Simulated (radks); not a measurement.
Problem. The lanthanum ion La34+, configuration [Ar] 3d5 (the NIST ground configuration). Method: non-relativistic Kohn-Sham, PBE, spin-polarised, spherical densities, point nucleus; open shells are filled with parallel spins first (spin-orbit coupling, left out, can overturn this in heavy ions); relativity is left out, which matters for an element this heavy; computed with a radial shooting solver on a logarithmic mesh with Libxc functionals. Some entries of the table are withheld. Estimate them.

orbital,occ.,eigenvalue (eV),<1/r> (bohr^-1),<r> (bohr)
1s up,1,-38502.59,56.47,0.02665
1s down,1,-38502.41,56.47,0.02664
2s up,1,-7257.741,13.09,0.1136
2s down,1,-7238.394,13.12,0.1134
2p up,3,-6952.527,13.09,0.09656
2p down,3,-6938.623,13.11,0.09638
3s up,1,-2565.864,(1),(2)
3s down,1,-2547.631,(3),(4)
3p up,3,-2443.146,5.090,0.2712
3p down,3,-2423.373,5.061,0.2723
3d up,5,-2232.026,4.980,0.2385
3d down,0,-2206.649,4.960,0.2397

Solution. 
(1) 3s up <1/r> (bohr^-1): 5.144
(2) 3s up <r> (bohr): 0.2834
(3) 3s down <1/r> (bohr^-1): 5.117
(4) 3s down <r> (bohr): 0.2843
